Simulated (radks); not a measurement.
Problem. These are the eigenvalues of the occupied orbitals of an atom or ion with whole-number occupations (Ry). Calculated with a radial shooting solver on a logarithmic mesh with Libxc functionals: Dirac Kohn-Sham, Slater X-alpha with alpha = 0.826, spin-unpolarised, spherical densities, finite nucleus; Fermi nuclear charge, rms radius of each element as measured or else 0.836 A^(1/3) + 0.57 fm.

1s1/2: -2852.844
2s1/2: -456.3158
2p1/2: -431.0702
2p3/2: -400.5155
3s1/2: -98.81475
3p1/2: -88.06640
3p3/2: -82.08834
3d3/2: -63.12302
3d5/2: -61.83657
4s1/2: -20.86971
4p1/2: -16.88589
4p3/2: -15.60051
4d3/2: -9.02628
4d5/2: -8.80091
5s1/2: -3.91154
5p1/2: -2.80291
5p3/2: -2.60514
5d3/2: -1.13961
5d5/2: -1.11987

Which element is it, and in what charge state? The configuration may be excited. Open shells, if any, are shared by 2j + 1.

Solution. Z = 57, lanthanum, charge +2: La2+ in [Xe] 5d1. The list shows which subshells hold electrons but not how many an open one holds; the 1s level, -1426.4 hartree, gives Z - s = 53.4 by -(Z - s)^2/2, which with screening and relativity narrows Z to a few neighbours, and the depths of the outer levels then fix element, charge and occupations together.
